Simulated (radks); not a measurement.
The numbers below are computed, except where a source is named.
Question: Tm, 69 electrons, occupied as [Xe] 4f13 6s2. Level of theory: Dirac Kohn-Sham, PBEsol, spin-unpolarised, spherical densities, point nucleus; open shells fill j = l - 1/2 first (a radial shooting solver on a logarithmic mesh with Libxc functionals).

Spin-orbit splittings of the eigenvalues, e(l+1/2) - e(l-1/2), with zeta = 2 splitting/(2l+1) and mean radii in bohr:

shell  occ.  splitting (eV)  zeta (eV)  <r> j=l-1/2  <r> j=l+1/2
2p        6               ?          ?      0.07009      0.07748
3p        6           206.8      137.9       0.2103       0.2242
3d       10           45.22      18.09       0.1973       0.2016
4p        6           46.76      31.17       0.5062       0.5383
4d       10           8.505      3.402       0.5653       0.5767
4f       13           1.196     0.3416       0.7988       0.8241
5p        6           5.729      3.819        1.393        1.511

Estimate the 2p splitting.

Answer: 979.7 eV (zeta = 653.1 eV).
